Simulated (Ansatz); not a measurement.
Consider the ligand exchange at a P–N bond: `F[SiH2]NP` + PH₃ → `PP` + `N[SiH2]F`.

Calculated with Ansatz (gas phase, PBE0-D4/def2-TZVP geometries, no zero-point term in ΔE). CBS: MP2 limit from def2 TZ/QZ plus the TZ coupled-cluster correction, frozen cores. This one scheme is used for every species. Functionals use def2-TZVPP. Each species was taken in one conformer, which may not be the lowest.

CCSD(T)/CBS gives -0.25 eV.

(1) Another level gave -0.19 eV. Which?
A. revPBE-D4/def2-TZVPP
B. BHLYP/def2-TZVPP
C. HF/def2-TZVPP
D. BLYP/def2-TZVPP

Largest T1 diagnostic among the species: 0.014.

Answers

(1) B. BHLYP -0.19, BLYP -0.29, revPBE-D4 -0.33, HF/def2-TZVPP -0.11 eV.

At CCSD(T), def2-SVP lies +0.09 eV from the extrapolated value and def2-TZVPP +0.04 eV. Leaving LDA and LC-ωPBE aside and taking each functional with its dispersion term where it has one, the values, not all of them listed here, spread over 0.18 eV, from PBE-D4 to CAM-B3LYP-D4. LDA lies +0.05 eV from PBE without D4.
